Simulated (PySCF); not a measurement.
## Dipole response of Ti (titanium, neutral)

[Ar] 3d2 4s2, high-spin 3F determinant. Computed with PySCF 2.14 in aug-cc-pwCVTZ-DK, with scalar relativity by spin-free X2C-1e. Coupled (time-dependent) response in atomic units; α is the mean over directions.

| method | mean α (bohr³) | C₆ (like pair) | S(−4) |
| --- | --- | --- | --- |
| PBE0 | 109.1 | 1282 | 6393 |

S(−4) is the Cauchy moment in α(ω) = α(0) + S(−4) ω² + …

Reference α: 87 ± 10 bohr³ (recommended; Schwerdtfeger and Nagle, table of static dipole polarizabilities (2023 update)). Published C₆: 1044 (Chu and Dalgarno (2004); Tang, Norbeck and Certain (1976)).

α(iu) at PBE0:

```tsv
u (hartree)	α(iu) (bohr³)
0	109.1
0.0500	95.68
0.100	71.28
0.200	37.27
0.300	22.02
0.500	10.71
0.750	6.093
1.00	4.132
1.50	2.388
2.00	1.590
3.00	0.8618
5.00	0.3758
```

A single London oscillator, α(iu) = α/(1 + u²/ω²), gives C₆ = (3/4) ω α². Matching the computed C₆ needs ω = 4 × 1282 / (3 × 109.1²) = 0.144 hartree.
